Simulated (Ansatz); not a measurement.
ClGaH (`[Cl][GaH]`) radical at its PBE0-D4/def2-TZVP geometry, where that method's forces vanish. Total charge 0; spin multiplicity 2.

```xyz
3

Cl    0.7174   -1.0595    1.1841
Ga    0.1000   -0.1231   -0.6708
H    -0.8174    1.1827   -0.5133
```

(1) What forces (eV/Å) does ωB97M-V/def2-TZVPP give on these atoms in the Gaussian-basis code of Ansatz? (An estimate is asked.)

## Answers

(1) Computed: 
```
Cl1  0.003 -0.005  0.015
Ga2 -0.072  0.104 -0.008
H3   0.070 -0.099 -0.007
```
